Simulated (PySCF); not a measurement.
Levels of Mo³¹⁺ from EOM-EA-GCCSD

Reference: closed-shell Mo³²⁺, [Ne]; one electron is added. Calculated with PySCF 2.14, two-component X2C-1e with screened spin-orbit coupling, an even-tempered Gaussian basis (18 s from 2.9 bohr⁻², ratio 2.6; 13 p from 3.8 bohr⁻², ratio 2.6; 6 d from 3.9 bohr⁻², ratio 2.8; 3 f from 97 bohr⁻², ratio 2.8); frozen 1s2; the 56 highest virtual spinors dropped; of the others 44 kept and the rest restored at second order. No Breit or QED terms. Binding energies in eV.

```json
{"level": "3s1/2", "Koopmans": "1790.5"}
{"level": "3p1/2", "Koopmans": "1720.4"}
{"level": "3p3/2", "Koopmans": "1693.2"}
{"level": "3d3/2", "Koopmans": "1600.4"}
{"level": "3d5/2", "Koopmans": "1594.9"}
```

Task: How does correlation move these levels?

Result: 3s1/2: second order 1791.3, EOM-CCSD 1791.3; 3p1/2: second order 1721.3, EOM-CCSD 1721.3; 3p3/2: second order 1694.0, EOM-CCSD 1694.0; 3d3/2: second order 1601.0, EOM-CCSD 1601.0; 3d5/2: second order 1595.5, EOM-CCSD 1595.5.

For comparison, the ionisation energy of Mo³¹⁺ is 1790.93 ± 0.06 eV (semi-empirical (NIST evaluation); NIST Atomic Spectra Database, ionization energies).

Only part of the computed levels is shown.
